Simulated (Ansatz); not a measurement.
Consider the ligand exchange at a Ga–C bond: `O[CH2][Ga]([F])[Cl]` + H–F → `[F][Ga]([F])[Cl]` + CH₃OH.

Program: Ansatz. Geometries: PBE0-D4/def2-TZVP. ΔE: electronic, gas phase. CCSD(T)/CBS is the MP2 limit (def2-TZVPP, def2-QZVPP) plus CCSD(T) − MP2 in def2-TZVPP, frozen cores. This one scheme is used for every species. DFT in def2-TZVPP. HSE06 is defined as in plane-wave codes. For Ga outer-core shells are correlated without core-valence functions, which leaves a few kJ/mol of doubt a bond. Scalar relativity is left out up to krypton. Each species was taken in one conformer, which may not be the lowest.

```tsv
level	ΔE (kcal/mol)	difference from CCSD(T)/CBS
B97M-V	-21.9	-3.6
r2SCANh-D4	-20.1	-1.8
HSE06-D4	-17.8	0.5
CAM-B3LYP-D4	-20.7	-2.4
ωB97X-V	-21.1	-2.8
B2PLYP	-21.6	-3.3
BLYP	-20.3	-2.0
r2SCANh	-20.5	-2.2
HSE06	-18.8	-0.5
RPA@PBE/def2-TZVPP	-20.9	-2.6
HF/def2-SVP	-28.3	-10.0
HF/def2-TZVPP	-27.7	-9.4
MP2/def2-TZVPP	-20.5	-2.2
SCS-MP2/def2-TZVPP	-22.4	-4.1
HF/def2-QZVPP	-28.5	-10.2
CCSD/CBS(def2)	-19.1	-0.8
CCSD(T)/CBS	-18.3	0
```

Largest T1 diagnostic among the species: 0.014.

At CCSD(T), def2-SVP lies −7.3 kcal/mol from the extrapolated value and def2-TZVPP −2.4 kcal/mol. Leaving LDA and LC-ωPBE aside and taking each functional with its dispersion term where it has one, the values, not all of them listed here, spread over 5.5 kcal/mol, from B97M-V to revPBE-D4. LDA lies +3.0 kcal/mol from PBE without D4. In def2-TZVPP, CCSD(T) changes the Hartree–Fock value by +7.0 kcal/mol (the triples alone add +0.8 kcal/mol) and MP2 by +7.2 kcal/mol.
